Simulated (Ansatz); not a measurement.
Wavefunction ladder for C$_{3}$H$_{7}$AlO$_{2}$ (`C[CH]([AlH2])OC=O`)

```tsv
atom	x (Å)	y (Å)	z (Å)
C1	1.475	-0.850	-0.302
C2	0.040	-0.450	-0.474
Al3	-1.465	-0.984	0.662
O4	-0.285	0.698	0.472
C5	-0.330	1.965	0.006
O6	-0.004	2.302	-1.085
H7	1.669	-1.714	-0.943
H8	1.697	-1.147	0.726
H9	2.168	-0.055	-0.595
H10	-0.171	-0.083	-1.478
H11	-2.923	-0.608	0.172
H12	-1.165	-1.704	2.042
H13	-0.707	2.630	0.797
```

Total charge 0; spin multiplicity 1. All single points use the PBE0-D4/def2-TZVP geometry. It is one conformer, not always the lowest. Frozen core, restricted reference, the Gaussian-basis code of Ansatz. CBS rows extrapolate triple and quadruple zeta; past MP2 they add the triple-zeta difference.

```json
{"basis": "def2-TZVPP", "HF (Eh)": "?", "MP2 corr.": "?", "CCSD corr.": "-1.08636", "(T)": "-0.04534", "CCSD(T) total": "?"}
{"basis": "def2-QZVPP", "HF (Eh)": "-509.43878", "MP2 corr.": "-1.12324", "CCSD corr.": "–", "(T)": "–", "CCSD(T) total": "–"}
{"basis": "CBS(def2)", "HF (Eh)": "?", "MP2 corr.": "-1.17892", "CCSD corr.": "?", "(T)": "as TZ", "CCSD(T) total": "?"}
```

Problem. Fill in the withheld values. (An estimate is asked.)

Solution. Ansatz gave: def2-TZVPP HF (Eh): -509.41924; def2-TZVPP MP2 corr.: -1.04806; def2-TZVPP CCSD(T) total: -510.55094; CBS(def2) HF (Eh): -509.44147; CBS(def2) CCSD corr.: -1.21723; CBS(def2) CCSD(T) total: -510.70404.
